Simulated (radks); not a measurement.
Fractional charge and spin in the 5s shell of tin: the spin-up occupation runs from 0 to 1 and the spin-down occupation from 0 to 1; the fullest corner is Sn2+, [Kr] 4d10 5s(up 1, down 1). All-electron calculation, scalar-relativistic Kohn-Sham, BLYP, spin-polarised, spherical densities, finite nucleus; Fermi nuclear charge, rms radius of each element as measured or else 0.836 A^(1/3) + 0.57 fm. Program: a radial shooting solver on a logarithmic mesh with Libxc functionals. Energy (eV) above the fullest corner. The planes named below are the two flat planes that join the four corners, with an edge along up + down = one added electron.

down \ up,0,0.25,0.5,0.75,1
0,72.466,61.109,50.392,40.310,30.854
0.25,61.109,50.456,40.432,31.029,22.244
0.5,50.392,40.432,31.091,22.362,14.239
0.75,40.310,31.029,22.362,14.297,6.827
1,30.854,22.244,14.239,6.827,0.000

Corners above the fullest one (they belong to Sn3+ and the next ion): (up 1, down 0) 30.854 eV, (up 0, down 1) 30.854 eV, (up 0, down 0) 72.466 eV. With half an added electron in each spin the energy lies 0.237 eV from the planes (fractional-spin error, the static-correlation error of a stretched bond), and with half an added electron in spin up alone -1.268 eV (fractional-charge error). For a frontier s shell over closed shells the exact functional lies on the planes.
